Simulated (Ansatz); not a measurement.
Born–Oppenheimer molecular dynamics of ClFH₃NOZr (8 atoms, charge 0, multiplicity 1). It starts from a relaxed structure.

Method: RKS B3LYP/def2-SVP in Ansatz.

```
ensemble        : NVT, Nosé–Hoover chain
time step       : 0.5 fs
steps asked     : 150
set temperature : 50 K
thermostat      : time constant 100 fs, chain length 3 (defaults)
seed            : 427288
```

First frame:

```xyz
8
Properties=species:S:1:pos:R:3
Zr -0.142 -0.017 -0.040
O -0.251 0.067 1.869
H -0.221 -0.058 2.821
Cl 2.139 -0.100 -0.763
N -1.022 1.670 -0.737
H -1.302 1.827 -1.706
H -1.245 2.506 -0.198
F -1.045 -1.517 -0.828
```

(1) How far do the bonds stretch over the last three quarters of this one trajectory? (Pairs bonded in most of those frames.)

Results:

(1) 
```csv
bond,mean (Å),spread (Å),shortest,longest
Zr1–O2,1.915,0.005,1.91,1.92
Zr1–Cl4,2.393,0.010,2.38,2.40
Zr1–N5,2.029,0.012,2.01,2.05
Zr1–F8,1.923,0.018,1.89,1.95
O2–H3,0.961,0.013,0.94,0.98
N5–H6,1.021,0.003,1.02,1.03
N5–H7,1.020,0.002,1.02,1.02
```

Mean temperature of the second half: 25 K. The conserved energy stayed within 0.044 meV per atom of its start (net change 0.0086 meV per atom), so the integration is sound. The mean temperature of the second half is 51 % below the set value. A run of 0.075 ps of so small a system gives no equilibrium averages.

Run time: 5.6 min on 2 threads of Intel(R) Xeon(R) Platinum 8488C (Sapphire Rapids), on a shared host, peak memory 0.26 GiB.
